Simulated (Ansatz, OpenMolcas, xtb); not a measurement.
## C2H8GaN (SMILES [CH3][Ga]([CH3])[NH2]): the HOMO–LUMO gap, rung by rung

The species is C2H8GaN (12 atoms), meant as a singlet with charge 0. As SMILES, `[CH3][Ga]([CH3])[NH2]`. The shape is that of a PBE0-D4/def2-TZVP optimisation.

Quantity: the HOMO–LUMO gap, in eV. The values are calculated.

```tsv
level	kind	program	value (eV)	CPU time
GFN0-xTB	semi-empirical	xtb	4.54	under 2 s
HF/cc-pVDZ	Hartree–Fock	Ansatz	13.37	6.7 s
SVWN5/cc-pVDZ	LDA	Ansatz	4.93	8.7 s
PBE/cc-pVDZ	GGA	OpenMolcas	4.99	51 s
r2SCAN/cc-pVDZ	meta-GGA	OpenMolcas	5.55	65 s
B3LYP/cc-pVDZ	global hybrid	Ansatz	6.63	16 s
B2PLYP/cc-pVDZ	double hybrid	OpenMolcas	9.41	37 s
```

All-electron rows without a relativistic Hamiltonian named are non-relativistic. The values span 4.54 to 13.37 eV. Orbital gaps aren't excitation energies, and those of double hybrids come from the SCF part alone; they tend to grow with the share of exact exchange. Times are those of the runs behind each value, whatever else they computed, on shared processors of several kinds: orders of magnitude only.
